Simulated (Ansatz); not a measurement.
Two structures of SiH$_{6}$SeS, closed shell, reached by relaxing down either side of one saddle point (PBE0-D4/def2-TZVP). Energies are electronic, without zero-point energy. Computed with Ansatz 0.2.0 (basis: def2-TZVPP and def2-QZVPP); correlated methods freeze the cores. Filled d shells of the heavier atoms are correlated. The def2 sets are not built for correlating such inner shells, so the correlated values are less sure here. Extrapolation: Hartree–Fock as exp(−7.88 √X), correlation as X^−2.97. First:

```
atom    x (Å)    y (Å)    z (Å)
 Si1  -1.0611  -0.8911   0.3235
  S2   0.6868  -0.5594   1.5214
  H3  -0.5702  -1.6065  -0.8761
  H4  -2.0461  -1.7276   1.0546
  H5  -1.7001   0.3924  -0.0568
  H6   1.2425   1.3212  -0.4302
 Se7   1.1302   1.8765  -1.7879
  H8   0.0365   0.1068   2.4904
  H9   2.2817   1.0876  -2.2388
```

Second:

```
9
angstrom
Si -1.1489 -0.4229 -0.8677
S 1.8008 0.5036 2.3470
H -1.3374 -1.4605 -1.9103
H -0.7766 -1.0731 0.4134
H -2.3907 0.3678 -0.6953
H 1.3200 0.9700 1.1783
Se 0.4252 1.1044 -1.5014
H 0.6318 -0.0740 2.6614
H 1.4760 0.0847 -1.6254
```

Question: Which bonds change from the first to the second?

Answer: SiH₄S ([SiH3][SH]) + H₂Se → SiH₄Se ([SiH3][SeH]) + H₂S; bonds formed: Si1–Se7, S2–H6; bonds broken: Si1–S2, H6–Se7.

Question: Give the saddle point's structure and its height above each. (To be estimated.)

Answer: The calculation gives: 1.708 eV above the first and 1.768 eV above the second (CCSD(T) at an estimated basis limit (MP2 extrapolated from triple and quadruple zeta, plus CCSD(T) − MP2 in triple zeta)).
Si1  (-0.823, -0.520, -0.193)
S2  (0.986, -0.255, 1.419)
H3  (-0.577, -1.395, -1.363)
H4  (-1.367, -1.498, 0.813)
H5  (-1.923, 0.479, -0.231)
H6  (1.244, 0.854, 0.504)
Se7  (0.606, 1.386, -1.346)
H8  (0.194, 0.462, 2.235)
H9  (1.659, 0.486, -1.838)
(Å)

T1 diagnostic: at most 0.012.

Labels in which every atom is bracketed show which atoms are joined, not bond orders.

For scale, one of the runs: CCSD(T)/def2-TZVPP, 216 basis functions, launched by `ansatz run in.yaml --threads 4 --pin off --events-out ev --progress --plain --max-ram 9574MiB`. Time: 96 s of wall clock on 4 CPU threads of a Oxide Virtual Turin-like; the host was shared. Peak host memory: 3 GiB.
